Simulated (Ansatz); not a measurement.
Reaction (substitution at a C–C bond): `CCCCCC` + HI → `CCCI` + `CCC`

Gas-phase electronic energies from Ansatz, PBE0-D4/def2-TZVP geometries. CCSD(T)/CBS adds triple-zeta CCSD(T) − MP2 to the extrapolated MP2 energy (def2 sets, frozen cores). Functionals use def2-TZVPP. def2 core potentials past Kr. For I outer-core shells are correlated without core-valence functions, which leaves a few kJ/mol of doubt a bond. One conformer a species, not always the lowest.

| level | ΔE (kcal/mol) |
| --- | --- |
| ωB97X-V | -0.6 |
| r2SCAN | -2.6 |

**Question.** What does CCSD(T)/CBS give? (Best estimate.)

**Answer.** Ansatz gave: -2.5 kcal/mol. The listed levels differ from it by 1.9, -0.1 kcal/mol.

Largest T1 diagnostic among the species: 0.008.

From PBE to PBE0 (25 % exact exchange), in def2-TZVPP and without D4, ΔE moves by +1.1 kcal/mol. The D4 term adds +1.5 kcal/mol with B3LYP and +1.0 kcal/mol with PBE0; it sums over pairs of atoms, weighted by their polarisabilities, and B3LYP, whose exchange is more repulsive, gets the larger term.

B3LYP here is the variant with VWN-RPA as its local correlation; programs differ in this.
